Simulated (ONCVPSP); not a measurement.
## phosphorus (P), ONCV: configuration errors across variants

```
Element                 : phosphorus (P)
Generator               : ONCVPSP 4.0.1
Type                    : optimised norm-conserving Vanderbilt (ONCV)
Functional              : PBE
Relativity              : scalar-relativistic
Frozen core             : [Ne]
Valence charge          : 5
Reference configuration : 3s1 3p4
Partial waves           : 3s: rc 1.30 bohr, ncon 3, nbas 8, qcut 6 1/bohr, 1 projector; 3p: rc 1.75 bohr, ncon 3, nbas 6, qcut 5.2 1/bohr, 2 projectors, debl 3.7 Ha
Local potential         : polynomial inside 1.00 bohr (lpopt 1, dvloc0 4 Ha)
Core correction         : polynomial model core, fcfact 0.25
```

All-electron excitation energies from the reference (eV): (1) 3s2 3p3 -8.534; (2) 3s2 3p2 1.195; (3) 3s2 3p1 20.342; (4) 3s1 3p3 10.316.

1 further variants failed, have other tests or too few solved ones, and are left out.

Errors AE − PS in meV (a dash: test not solved or not reliable):

```
                  change   (1)   (2)  (3)   (4)  bound ghosts  GHOST(+) flags above zero
                    base  +2.7  +2.0  +15  +1.8          none                       none
s: qcut 3.9; p: qcut 3.4  +1.4  +0.4  +13  +1.9          none                       none
s: qcut 4.4; p: qcut 3.8  +2.8  +1.9  +13  +1.8          none                       none
s: qcut 4.8; p: qcut 4.2  +3.3  +2.5  +14  +1.8          none                       none
s: qcut 5.4; p: qcut 4.7  +3.3  +2.5  +15  +1.8          none                       none
s: qcut 5.9; p: qcut 5.1  +2.9  +2.1  +15  +1.8          none                       none
s: qcut 6.7; p: qcut 5.8  +1.7  +1.1  +16  +1.8          none                       none
s: qcut 7.7; p: qcut 6.7  +0.4  -0.3  +16  +1.9          none                       none
s: qcut 8.1; p: qcut 7.1  -0.1  -0.8  +16  +1.9          none                       none
```

Give the same row for: s: qcut 7; p: qcut 6.1.

+1.3, +0.6, +16, +1.8; bound ghosts: none; GHOST(+) flags above zero: none.
